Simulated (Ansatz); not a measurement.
`C=CC(=C)I` and `C=CC(=C)CC` differ in one atom or group.

Ansatz, PBE0-D4/def2-TZVP geometries, multiplicity 1. Each molecule was computed in one conformer, which needn't be the lowest.

Elements past krypton have def2 core potentials.

```json
{"property": "LUMO energy (ωB97M-V/def2-TZVPP) / eV", "`C=CC(=C)I`": "0.76"}
{"property": "size of the dipole moment (PBE/def2-TZVPP) / D", "`C=CC(=C)I`": "1.34"}
{"property": "HOMO–LUMO gap (ωB97M-V/def2-TZVPP) / eV", "`C=CC(=C)I`": "9.76"}
{"property": "HOMO energy (PBE0/def2-TZVPP) / eV", "`C=CC(=C)I`": "-6.93"}
{"property": "size of the dipole moment (ωB97M-V/def2-TZVPP) / D", "`C=CC(=C)I`": "1.36"}
{"property": "HOMO–LUMO gap (PBE/def2-TZVPP) / eV", "`C=CC(=C)I`": "3.70"}
```

**Question.** What does the change do to each property? (Best estimate.)

**Answer.** Computed: 
| property | `C=CC(=C)CC` | shift |
| --- | --- | --- |
| LUMO energy (ωB97M-V/def2-TZVPP) / eV | 1.24 | 0.48 |
| size of the dipole moment (PBE/def2-TZVPP) / D | 0.30 | -1.04 |
| HOMO–LUMO gap (ωB97M-V/def2-TZVPP) / eV | 10.03 | 0.27 |
| HOMO energy (PBE0/def2-TZVPP) / eV | -6.68 | 0.25 |
| size of the dipole moment (ωB97M-V/def2-TZVPP) / D | 0.27 | -1.09 |
| HOMO–LUMO gap (PBE/def2-TZVPP) / eV | 3.97 | 0.27 |

With PBE0 the HOMO rises by 0.25 eV and the LUMO rises by 0.51 eV, so the gap widens by about 0.26 eV. PBE moves the HOMO by 0.21 eV and ωB97M-V by 0.21 eV. Dipoles are sizes alone; their direction can turn.

Spin–orbit coupling is left out; it splits and shifts lone-pair levels of the heavy atoms by tenths of an eV.
